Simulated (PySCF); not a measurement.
Two-component Hartree-Fock for Rb¹⁹⁺ (rubidium, charge +19)

Start: [Ar]. Calculated with PySCF 2.14 in an even-tempered Gaussian basis (19 s from 0.67 bohr⁻², ratio 2.6; 14 p from 0.87 bohr⁻², ratio 2.6; 6 d from 0.89 bohr⁻², ratio 2.8; 3 f from 20 bohr⁻², ratio 2.8): generalised Hartree-Fock with the X2C-1e Hamiltonian and a Gaussian nucleus; spin-orbit coupling (SO) screened by Boettger's factors.

```csv
spinor shell,electrons,"ε, screened SO (eV)",weight of nominal j (screened SO),"rms radius, screened SO (bohr)"
1s1/2,2,-16023.8,1.000,0.0464
2s1/2,2,-2839.8,1.000,0.191
2p1/2,2,-2639.3,1.000,0.167
2p3/2,4,-2576.8,1.000,0.170
3s1/2,2,-947.49,1.000,0.486
3p1/2,2,-870.74,1.000,0.478
3p3/2,4,-857.82,1.000,0.484
```

| quantity | screened SO |
| --- | --- |
| E (hartree) | -2778.94920 |
| M_J | 0 |
| ⟨J²⟩ | 0.000 |
| ⟨L²⟩ | 0.003 |
| ⟨S²⟩ | 0.003 |

Breit and QED terms are absent; they matter most for the inner s and p1/2 levels.

Densities and radii are taken from the X2C orbitals without a picture-change correction, which distorts them close to the nucleus.
